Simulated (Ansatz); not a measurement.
Consider the cleavage of the Sn–Si bond: `C[SiH2][SnH3]` + `N=CS` → `N=C[S][SnH3]` + `C[SiH3]`.

Isolated molecules relaxed with PBE0-D4/def2-TZVP in Ansatz; ΔE leaves out vibrations. CCSD(T)/CBS adds triple-zeta CCSD(T) − MP2 to the extrapolated MP2 energy (def2 sets, frozen cores). This one scheme is used for every species. def2 core potentials past Kr. For Sn outer-core shells are correlated without core-valence functions, which leaves a few kJ/mol of doubt a bond. One conformer a species, not always the lowest.

`C[SiH2][SnH3]`:

Z-matrix (Å, degrees):
```
C
Si 1 1.876
H 1 1.092 2 110.8
H 1 1.092 2 110.6 3 120.0
H 1 1.092 2 110.8 3 -120.0
Sn 2 2.563 1 111.5 3 60.0
H 2 1.490 1 110.3 3 -179.3
H 2 1.490 1 110.3 3 -60.7
H 6 1.711 2 111.0 1 -59.8
H 6 1.711 2 111.0 1 59.4
H 6 1.708 2 111.9 1 179.8
```

`N=CS`:

```xyz
6

N    -0.790   -0.735    0.017
C    -0.009    0.187   -0.344
S     1.282    0.803    0.659
H    -1.468   -0.942   -0.714
H    -0.038    0.706   -1.309
H     1.023   -0.020    1.691
```

`N=C[S][SnH3]`:

```xyz
9

N     2.127   -1.510   -0.750
C     1.213   -0.701   -0.449
S    -0.314   -1.129    0.347
Sn   -1.404    1.022    0.487
H     1.905   -2.470   -0.488
H     1.342    0.358   -0.683
H    -1.720    1.350    2.127
H    -2.851    0.949   -0.407
H    -0.299    2.131   -0.184
```

`C[SiH3]`:

Z-matrix (Å, degrees):
```
C
Si 1 1.871
H 1 1.092 2 110.8
H 1 1.092 2 110.8 3 -120.0
H 1 1.092 2 110.8 3 120.0
H 2 1.488 1 110.7 3 -179.9
H 2 1.488 1 110.7 3 -59.9
H 2 1.488 1 110.7 3 60.1
```

```json
{"species": "`C[SiH2][SnH3]`", "HF/def2-QZVPP energy (Eh)": "-544.83591"}
{"species": "`N=CS`", "HF/def2-QZVPP energy (Eh)": "-491.63740"}
{"species": "`N=C[S][SnH3]`", "HF/def2-QZVPP energy (Eh)": "-706.15484"}
{"species": "`C[SiH3]`", "HF/def2-QZVPP energy (Eh)": "-330.33275"}
```

**Question.** Work out ΔE.

**Answer.** ΔE = (-706.15484) + (-330.33275) − (-544.83591) − (-491.63740) = -0.01428 Eh = -37.5 kJ/mol. CCSD(T)/CBS gives -31.8 kJ/mol.

Largest T1 diagnostic among the species: 0.015.
